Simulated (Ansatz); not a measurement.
`[CH3][GeH]([Cl])[I]` → `[CH3][Ge][Cl]` + HI at 500 K and 1 bar (germylene formation by 1,1-elimination).

Program: Ansatz. Geometries: PBE0-D4/def2-TZVP. ΔE: electronic, gas phase. CCSD(T)/CBS adds triple-zeta CCSD(T) − MP2 to the extrapolated MP2 energy (def2 sets, frozen cores). Elements past krypton have def2 core potentials. For Ge, I outer-core shells are correlated without core-valence functions, which leaves a few kJ/mol of doubt a bond. Scalar relativity is left out up to krypton.

```tsv
species	CCSD(T)/CBS energy (Eh)	H − E (kJ/mol)	S (J/(mol·K))
`[CH3][GeH]([Cl])[I]`	-2873.88412	165.5	421.7
`[CH3][Ge][Cl]`	-2575.77362	126.4	350.0
HI	-298.03592	28.6	221.6
```

H − E and S are ideal-gas, rigid-rotor, harmonic terms from PBE0-D4/def2-TZVP, for one conformer and one mirror image of each species. 1 Eh = 2625.50 kJ/mol, R = 8.31446 J/(mol·K).

Task: By hand: ΔE, ΔH, ΔS and ΔG.

Result: ΔE = (-2575.77362) + (-298.03592) − (-2873.88412) = 0.07458 Eh = 195.8 kJ/mol. Δ(H − E) = 126.4 + 28.6 − 165.5 = -10.5, so ΔH = 185.3 kJ/mol. ΔS = 350.0 + 221.6 − 421.7 = 149.9 J/(mol·K). ΔG = 185.3 − 500 × (149.9)/1000 = 110.4 kJ/mol.

Task: By hand: the equilibrium constant, and the temperature at which ΔG would vanish if ΔH and ΔS stayed fixed.

Result: log₁₀ K = −ΔG/(RT ln 10) = -11.5. ΔG = 0 at ΔH/ΔS = 1236 K.

The number of gas molecules changes by +1, which sets the sign of ΔS. A doubt of 5 kJ/mol in ΔE shifts log₁₀ K by 0.5 here. Other conformers and mirror images would add mixing entropy, several J/(mol·K) or more a flexible species. These are equilibria of isolated gas molecules and say nothing of rates. Largest T1 diagnostic: 0.012 (customary marks: 0.02 for closed shells, 0.045 for open ones).
